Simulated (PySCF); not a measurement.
Al(F)(H)(SH) (AlFH₂S), SMILES [F][AlH][SH]. Atoms are numbered in the order given.

```xyz
5

Al    -0.5104     0.5898     0.0000
F      0.6086     1.8040     0.0000
H     -2.0371     0.9375     0.0000
S      0.2606    -1.4303     0.0000
H     -0.9740    -1.9556     0.0000
```

Geometry: ωB97X-D3(BJ)/def2-TZVP. One conformer was computed; it need not be the lowest.

Level of theory: HF/def2-TZVPD (PySCF).

Gas-phase values at a fixed geometry.

```json
{
  "total_energy": "-740.24201 hartree",
  "point_group": "Cs",
  "highest_occupied_level": "-10.85 eV",
  "lowest_empty_level": "1.04 eV",
  "orbital_gap": "11.89 eV",
  "dipole_moment": "2.04 D",
  "quadrupole, principal values (traceless, Buckingham form, about the centre of nuclear charge)": "-4.75, -0.19, 4.93 D·Å",
  "mean_static_polarisability": "43.4 bohr³ (6.42 Å³)",
  "polarisability_principal_values": "38.8, 40.5, 50.8 bohr³"
}
```
